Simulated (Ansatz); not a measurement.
One change: `CC([SiH3])C=N` becomes `CC([SiH3])I`.

Ansatz, PBE0-D4/def2-TZVP geometries, multiplicity 1. Each molecule was computed in one conformer, which needn't be the lowest.

Elements past krypton have def2 core potentials.

```tsv
property	`CC([SiH3])C=N`
HOMO energy (ωB97M-V/def2-TZVPP) / eV	-9.84
size of the dipole moment (B3LYP/def2-TZVPP) / D	2.55
LUMO energy (ωB97M-V/def2-TZVPP) / eV	1.74
HOMO energy (PBE/def2-TZVPP) / eV	-5.99
HOMO energy (B3LYP/def2-TZVPP) / eV	-7.24
LUMO energy (PBE/def2-TZVPP) / eV	-1.41
```

Problem. What does the change do to each property? (Best estimate.)

Solution. Ansatz gave: 
```tsv
property	`CC([SiH3])I`	shift
HOMO energy (ωB97M-V/def2-TZVPP) / eV	-9.38	0.46
size of the dipole moment (B3LYP/def2-TZVPP) / D	1.66	-0.89
LUMO energy (ωB97M-V/def2-TZVPP) / eV	0.86	-0.88
HOMO energy (PBE/def2-TZVPP) / eV	-6.11	-0.12
HOMO energy (B3LYP/def2-TZVPP) / eV	-6.99	0.25
LUMO energy (PBE/def2-TZVPP) / eV	-1.96	-0.55
```

With PBE0 the HOMO rises by 0.24 eV and the LUMO falls by 0.72 eV, so the gap narrows by about 0.96 eV. PBE moves the HOMO by -0.12 eV and ωB97M-V by 0.46 eV. Dipoles are sizes alone; their direction can turn.

B3LYP here is the variant with VWN-RPA as its local correlation; programs differ in this.

Spin–orbit coupling is left out; it splits and shifts lone-pair levels of the heavy atoms by tenths of an eV.
